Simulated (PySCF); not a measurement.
Mg(H)(OH) (H₂MgO), SMILES [OH][MgH]. The structure is a stationary point at B3LYP-D3(BJ)/def2-TZVPD.

Computed equilibrium geometry at B3LYP-D3(BJ)/def2-TZVPD (PySCF confirms it by a frequency run) as Cartesian coordinates in Å, and its point group:
point group C∞v.
```xyz
4

Mg     0.0000     0.0000    -0.6891
H      0.0000     0.0000    -2.3736
O      0.0000     0.0000     1.0770
H      0.0000     0.0000     2.0267
```
Charge 0, spin multiplicity 1.
